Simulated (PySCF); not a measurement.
A GIAO shielding run with PySCF (density fitting, non-relativistic, gas phase) on SMILES O[Si@@H](S)S[SiH]1CC1, C2H8OS2Si2:

```
$ OMP_NUM_THREADS=1 python probes_run.py task.json out

{"job": {"kind": "nmr", "xc": "PBE0", "basis": "pcSseg-1"}, "charge": 0, "multiplicity": 1}
O      1.971750     0.971998     0.858773
Si     1.933564     0.728698    -0.744722
S      1.972350    -1.406566    -0.888636
S      0.239420     1.660016    -1.669216
Si    -1.518314     0.743783    -0.817251
C     -1.414695    -0.409470     0.662954
C     -1.718881    -1.117296    -0.678619
H      1.825499     1.835570     1.236933
H      3.064281     1.321763    -1.428000
H      2.554227    -1.575534     0.287607
H     -2.587765     1.685176    -1.052925
H     -2.210214    -0.428765     1.393772
H     -0.461755    -0.653851     1.112525
H     -2.701645    -1.558725    -0.760424
H     -0.952238    -1.788809    -1.040339
```

Hardware: 1 thread of an Arm Neoverse V1, shared host. The job also computes population analyses, field gradients, ring-centre shieldings.

**Question.** How large is the calculation?

**Answer.** 88 electrons, 187 basis functions and 1067 auxiliary functions.

**Question.** How long does it take, and how much memory does it need?

**Answer.** 30 s of wall time, with 12 SCF cycles and 5 response iterations; peak memory 0.84 GiB. Times on a shared host scatter by some tens of per cent.
